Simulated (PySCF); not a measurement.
Cr(O)2(F)2, SMILES [O]=[Cr](=[O])([F])[F] (PBE0/def2-SVP optimised geometry):

```
5

Cr    -0.480    -0.438     0.000
O     -0.956    -1.149     1.262
O      1.045    -0.438     0.000
F     -1.045    -1.259    -1.358
F     -1.045     1.149     0.000
```

Calculation: PBE0/def2-TZVP (PySCF).

What are the frontier orbital energies and the dipole moment?

HOMO-2 -11.79 eV, HOMO-1 -11.68 eV, HOMO -10.56 eV, LUMO -4.91 eV, LUMO+1 -4.51 eV; dipole moment 0.03 D.

On the same geometry PBE/def2-TZVP (PySCF) gives HOMO-2 -9.93 eV, HOMO-1 -9.90 eV, HOMO -8.76 eV, LUMO -5.61 eV, LUMO+1 -5.18 eV; dipole moment 0.15 D.

Meta-Löwdin charges at PBE0/def2-TZVP: Cr1 1.51, O2 -0.33, O3 -0.33, F4 -0.42, F5 -0.42.
